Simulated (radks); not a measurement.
Results of a calculation; reference values are marked as such.
Charge is removed step by step from the 3p down level of Sm, starting from [Ne] 3s2 3p(up 3, down 3) 3d10 4s2 4p6 4d10 4f6 5s2 5p6 6s2. Level of theory: scalar-relativistic Kohn-Sham, PBE, spin-polarised, spherical densities, finite nucleus; open shells are filled with parallel spins first (spin-orbit coupling, left out, can overturn this in heavy ions); Fermi nuclear charge, rms radius 5.0819 fm (a radial shooting solver on a logarithmic mesh with Libxc functionals).

removed (e),E - E(0) (eV),eigenvalue (eV),E minus straight line (eV)
0,0.000,-1411.6,0.000
0.25,353.75,-1421.9,-3.994
0.5,710.10,-1432.5,-5.376
0.75,1069.2,-1443.4,-4.067
1,1431.0,-1454.6,0.000

Removing the whole electron costs 1431.0 eV by Delta-SCF, against 1411.6 eV from minus the eigenvalue at the starting occupation. Slater's transition state (half an electron removed) gives 1432.5 eV. Integrating minus the eigenvalue over the occupation (Janak's theorem) gives 1432.7 eV. In this scalar-relativistic scheme the density is built from large components alone, so the theorem holds only approximately. The mean slope of the eigenvalue, de/dn, is 42.9 eV per electron.
